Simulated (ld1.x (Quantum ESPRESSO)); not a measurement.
## Reading a pseudo-wave (S (Z = 16))

Columns: radius, all-electron u(r) and pseudo u(r) of the 3p shell (level -7.12 eV) of sulfur in the configuration [Ne] 3s2 3p4; LDA (PZ), non-relativistic, TM scheme, ld1.x (Quantum ESPRESSO) 7.5.

```tsv
r (bohr)	all-electron	pseudo
0.078	0.1171	-0.0077
0.155	0.2603	-0.0295
0.232	0.3293	-0.0629
0.310	0.3224	-0.1045
0.388	0.2602	-0.1498
0.465	0.1664	-0.1945
0.542	0.0567	-0.2372
0.620	-0.0590	-0.2787
0.698	-0.1713	-0.3202
0.775	-0.2744	-0.3638
0.852	-0.3672	-0.4123
0.930	-0.4494	-0.4666
1.008	-0.5194	-0.5236
1.085	-0.5770	-0.5774
1.162	-0.6237	-0.6237
1.240	-0.6608	-0.6608
1.318	-0.6886	-0.6886
1.395	-0.7078	-0.7078
1.472	-0.7200	-0.7200
1.550	-0.7260	-0.7260
1.628	-0.7267	-0.7267
1.705	-0.7228	-0.7228
1.782	-0.7153	-0.7153
1.860	-0.7045	-0.7045
1.938	-0.6911	-0.6911
2.015	-0.6758	-0.6758
```

(1) How many radial nodes do the two functions have?

(2) At about which radius was the pseudo-wave matched?

(3) Is the pseudo-wave norm-conserving?

Results:

(1) The all-electron 3p function has n − l − 1 = 1; the pseudo-wave has 0, since the states of the same l below it are removed with the core.

(2) 1.20 bohr. The columns agree to 0.0005 from 1.08 bohr on; several derivatives are matched, so the curves merge somewhat inside the radius.

(3) Yes: the TM scheme keeps the norm inside the radius equal to the all-electron one, which fixes the energy derivative of the logarithmic derivative at the level.
